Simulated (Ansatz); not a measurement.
Cost and result up the ladder for the cluster B₄N₃ (7 atoms). Charge 0, multiplicity 2. Geometry: PBE-D4/def2-SVP.

```csv
atom,x (Å),y (Å),z (Å)
B1,-0.1164,-0.0980,0.3289
B2,0.7240,0.6093,-2.0675
B3,-0.1509,0.4756,2.6345
B4,-1.3256,-1.7176,1.5860
N5,-0.5697,-0.4796,1.6255
N6,1.1490,0.9666,-3.2770
N7,0.2895,0.2438,-0.8303
```

Ansatz on 4 threads of AMD EPYC 9R45 on a shared host. Times are rough, and most runs start from the orbitals of an earlier one. ωB97M-V/def2-TZVP serves as the yardstick here, not as an exact answer. Binding counts from free atoms at the same level (B doublet, N quartet; other spins of the atoms weren't run), without zero-point energy or a counterpoise term.

Another isomer (doublet) lies 5.46 eV lower at PBE0-D4/def2-TZVP; other spin states weren't run for this one.

Run but left out: CCSD(T)/def2-SVP (⟨S²⟩ 1.44, where a pure state has 0.75).

```tsv
level	functions	wall time	binding energy per atom (eV)	difference from ωB97M-V/def2-TZVP (eV)	remarks
PBE-D4/def2-TZVP (with forces)	217	2.9 s	4.66	0.23	–
PBE0-D4/def2-TZVP	217	4.1 s	4.43	0.01	–
r2SCAN0-D4/def2-TZVP	217	8 s	4.22	-0.20	spin-contaminated (⟨S²⟩ 0.93)
r2SCAN-D4/def2-TZVP	217	9.5 s	4.39	-0.04	–
ωB97M-V/def2-TZVP	217	10 s	4.43	0.00	–
```
